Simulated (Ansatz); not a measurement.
Cost and result up the ladder for the cluster Zn5Cl6O2 (the lowest singlet isomer of a short search) (13 atoms). Total charge 0; singlet. Geometry: PBE-D4/def2-SVP.

```xyz
13

Zn    1.782   -0.244   -3.126
Zn   -1.487   -1.073    1.918
Zn    0.222   -1.955   -1.346
Zn    0.360    0.997   -0.148
Zn   -0.701    2.140    2.306
O    -0.670    0.492    1.371
O     0.811   -0.165   -1.505
Cl    2.937    0.901   -4.487
Cl   -2.702   -1.909    3.452
Cl   -1.388    3.119    4.060
Cl    0.620    3.153    0.525
Cl   -0.999   -2.842    0.262
Cl    1.216   -2.616   -3.281
```

Ansatz on 6 threads of Intel Xeon on a shared host. Times are rough, and most runs start from the orbitals of an earlier one. PBE0-D4/def2-SVP serves as the yardstick here, not as an exact answer. Differences are given only for rows in sets of like size (and for xTB, whose basis is part of the method), since another set adds its own error. Binding counts from free atoms at the same level (Zn singlet, O triplet, Cl doublet; other spins of the atoms weren't run), without zero-point energy or a counterpoise term.

The 6-31G sets use Cartesian d functions. B3LYP takes the VWN-RPA correlation. Correlated methods freeze 77 core orbitals. The structure comes from a short search, and lower isomers may exist.

Correlated methods converge slowly with the basis, most of all in double-zeta sets.

```tsv
level	functions	wall time	binding energy per atom (eV)	difference from PBE0-D4/def2-SVP (eV)
PBE-D4/def2-SVP	291	10 s	2.88	0.05
HF/6-31G	241	17 s	2.01	–
B3LYP-D4/6-31G	241	20 s	2.81	–
r2SCAN-D4/def2-SVP	291	26 s	2.98	0.15
HF/STO-3G	154	31 s	2.43	–
MP2/def2-SVP	291	31 s	2.75	-0.08
PBE0-D4/def2-SVP (with forces)	291	37 s	2.83	0.00
```
